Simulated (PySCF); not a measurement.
**Two-component Hartree-Fock for W⁵⁹⁺ (tungsten, charge +59)**

Start: [Ne] 3s2 3p3; 3p1/2 filled at m_j = -1/2, +1/2; 3p3/2 filled at m_j = +3/2. Calculated with PySCF 2.14 in an even-tempered Gaussian basis (18 s from 18 bohr⁻², ratio 2.4; 14 p from 24 bohr⁻², ratio 2.4; 4 d from 81 bohr⁻², ratio 2.6; 4 f from 120 bohr⁻², ratio 2.6): generalised Hartree-Fock with the X2C-1e Hamiltonian and a Gaussian nucleus; one run each with spin-orbit coupling (SO) switched off, then screened by Boettger's factors.

| spinor shell | electrons | ε, spin-free (eV) | ε, screened SO (eV) | weight of nominal j (screened SO) | rms radius, screened SO (bohr) |
| --- | --- | --- | --- | --- | --- |
| 1s1/2 | 2 | -74580.4 | -74548.9 | 1.000 | 0.0208 |
| 2s1/2 | 2 | -16674.2 | -16661.2 | 1.000 | 0.0827 |
| 2p1/2 | 2 | -15169.5 | -16159.6 | 1.000 | 0.0701 |
| 2p3/2 | 4 | -15169.5 | -14757.9 | 1.000 | 0.0773 |
| 3s1/2 | 2 | -6648.3 | -6643.2 | 1.000 | 0.199 |
| 3p1/2 | 2 | -6229.2 | -6464.1 | 1.000 | 0.188 |
| 3p3/2 | 1 | -6229.2 | -6106.5 | 1.000 | 0.200 |

| quantity | spin-free | screened SO |
| --- | --- | --- |
| E (hartree) | -12272.68552 | -12301.78520 |
| M_J | 3/2 | 3/2 |
| ⟨J²⟩ | 3.750 | 3.750 |
| ⟨L²⟩ | 0.000 | 2.591 |
| ⟨S²⟩ | 3.750 | 1.497 |

Each row is a mean over spinors that exchange with the open shell spreads, by up to 30.200 eV (3s1/2).

Breit and QED terms are absent; they matter most for the inner s and p1/2 levels.

Densities and radii are taken from the X2C orbitals without a picture-change correction, which distorts them close to the nucleus.

Without spin-orbit coupling the j labels of p, d and f shells carry no meaning; the spin-free column gives the mean over the occupied spinors of each nl shell.
